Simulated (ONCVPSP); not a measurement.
Cutoff test, Xe, ONCV

| Item | Value |
| --- | --- |
| Element | xenon (Xe) |
| Generator | ONCVPSP 4.0.1 |
| Type | optimised norm-conserving Vanderbilt (ONCV) |
| Functional | LDA (Perdew-Wang 92) |
| Relativity | fully relativistic |
| Frozen core | [Ar] 3d10 |
| Valence charge | 26 |
| Reference configuration | 4s2 4p6 4d10 5s2 5p5 (charge +1) |
| Partial waves | 4s+5s: rc 1.15 bohr, ncon 4, nbas 8, qcut 10.9 1/bohr, 3 projectors, debl 1.7 Ha; 4p+5p: rc 1.00 bohr, ncon 4, nbas 7, qcut 11.3 1/bohr, 2 projectors; 4d: rc 1.15 bohr, ncon 4, nbas 9, qcut 15.5 1/bohr, 1 projector |
| Local potential | polynomial inside 1.00 bohr (lpopt 5, dvloc0 6 Ha) |
| Core correction | polynomial model core, fcfact 0.65 |

Open shells are filled in proportion to 2j + 1.

Problem. For each optimised wave give the share of its norm inside rc, the residual kinetic energy above qcut (Ha) and the cutoffs (Ha) for errors of 10, 1, 0.1 and 0.01 mHa per electron.

Solution.

```json
{"wave": "4s", "norm inside rc": "0.950", "residual KE": "7.5e-06", "10 mHa": "37.3", "1 mHa": "46.2", "0.1 mHa": "52.6", "0.01 mHa": "59.0"}
{"wave": "5s", "norm inside rc": "0.103", "residual KE": "1.7e-05", "10 mHa": "35.8", "1 mHa": "46.3", "0.1 mHa": "53.9", "0.01 mHa": "67.0"}
{"wave": "s projector 3", "norm inside rc": "0.044", "residual KE": "1.1e-05", "10 mHa": "32.5", "1 mHa": "44.3", "0.1 mHa": "52.8", "0.01 mHa": "59.9"}
{"wave": "4p j=3/2", "norm inside rc": "0.814", "residual KE": "2.8e-04", "10 mHa": "43.3", "1 mHa": "56.7", "0.1 mHa": "108.3", "0.01 mHa": "156.2"}
{"wave": "5p j=3/2", "norm inside rc": "0.050", "residual KE": "1.2e-04", "10 mHa": "21.6", "1 mHa": "51.9", "0.1 mHa": "65.2", "0.01 mHa": "136.7"}
{"wave": "4p j=1/2", "norm inside rc": "0.844", "residual KE": "2.5e-04", "10 mHa": "40.2", "1 mHa": "55.8", "0.1 mHa": "97.2", "0.01 mHa": "156.2"}
{"wave": "5p j=1/2", "norm inside rc": "0.052", "residual KE": "1.4e-04", "10 mHa": "22.7", "1 mHa": "51.7", "0.1 mHa": "66.5", "0.01 mHa": "150.5"}
{"wave": "4d j=5/2", "norm inside rc": "0.805", "residual KE": "8.8e-09", "10 mHa": "51.5", "1 mHa": "65.8", "0.1 mHa": "78.6", "0.01 mHa": "90.5"}
{"wave": "4d j=3/2", "norm inside rc": "0.814", "residual KE": "9.3e-09", "10 mHa": "52.6", "1 mHa": "67.2", "0.1 mHa": "79.9", "0.01 mHa": "91.7"}
```

The occupied waves need 67 Ha and 108 Ha for 1 and 0.1 mHa.
